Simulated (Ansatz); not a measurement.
Total energies of (HGaSe)4 cubane (Ga4H4Se4) from Ansatz at PBE-D4/def2-TZVP, gas phase (1 Eh = 27.2114 eV = 2625.5 kJ/mol). The reference geometry is relaxed at PBE-D4/def2-SVP.

| state | geometry | energy (Eh) |
| --- | --- | --- |
| charge 0 singlet | reference | -17305.85556 |
| charge 1 doublet | reference | -17305.54195 |
| charge 1 doublet | relaxed at PBE-D4/def2-SVP | -17305.55138 |
| charge -1 doublet | reference | -17305.87293 |
| charge -1 doublet | relaxed at PBE-D4/def2-SVP | -17305.89584 |
| free Ga atom (doublet) | – | -1924.51515 |
| free H atom (doublet) | – | -0.49962 |
| free Se atom (triplet) | – | -2401.12489 |

Single mean-field runs in def2-TZVP are fitted with def2-universal-jkfit.

Problem. Work out the vertical ionisation energy to the doublet.

Solution. E(charge 1 doublet) − E(charge 0 singlet) = -17305.54195 − (-17305.85556) = 0.31361 Eh = 8.53 eV. For comparison, −ε of the highest occupied level is 6.43 eV at this level, 2.10 eV less.

Problem. Work out the vertical electron affinity, to the doublet.

Solution. E(charge 0 singlet) − E(charge -1 doublet) = -17305.85556 − (-17305.87293) = 0.01737 Eh = 0.47 eV. The basis lacks diffuse functions, which makes affinities too small.

Problem. Give the fundamental gap IE − EA, the Mulliken electronegativity (IE + EA)/2 and the hardness (IE − EA)/2.

Solution. From the values in Eh: IE − EA = 0.31361 − 0.01737 = 0.29624 Eh = 8.06 eV; (IE + EA)/2 = 4.50 eV; (IE − EA)/2 = 4.03 eV. The HOMO–LUMO gap of the same run is 4.11 eV, 3.95 eV smaller than the fundamental gap.

Problem. How much does the charge 1 doublet relax, and what is the adiabatic ionisation energy?

Solution. Relaxation: -17305.54195 − (-17305.55138) = 0.00943 Eh = 0.26 eV. Adiabatic ionisation energy: 0.30418 Eh = 8.28 eV, without zero-point energy. 

Problem. How much does the charge -1 doublet relax, and what is the adiabatic electron affinity?

Solution. Relaxation: -17305.87293 − (-17305.89584) = 0.02291 Eh = 0.62 eV. Adiabatic electron affinity: 0.04028 Eh = 1.10 eV, without zero-point energy. Bonds change on the way (1 lost, 0 formed), so the relaxed form is another species. 

Problem. What is the binding energy per atom against free atoms?

Solution. Atoms: 4 × (-1924.51515) + 4 × (-0.49962) + 4 × (-2401.12489) = -17304.55864 Eh. Binding: -17304.55864 − (-17305.85556) = 1.29692 Eh = 35.29 eV, or 2.94 eV for each of 12 atoms (no zero-point energy, no counterpoise term).

At PBE-D4/def2-TZVP the gap within one spin of the charge 1 doublet nearly closes, so an electron or hole may be smeared out by delocalisation error. At PBE-D4/def2-TZVP the gap within one spin of the charge -1 doublet nearly closes, so an electron or hole may be smeared out by delocalisation error. At PBE-D4/def2-TZVP the highest occupied level of the charge -1 doublet lies above zero (up to 1.42 eV). By energy differences its removal costs 0.47 eV (vertical, to the charge 0 singlet, at PBE-D4/def2-TZVP); self-interaction error and the lack of diffuse functions both raise the level.
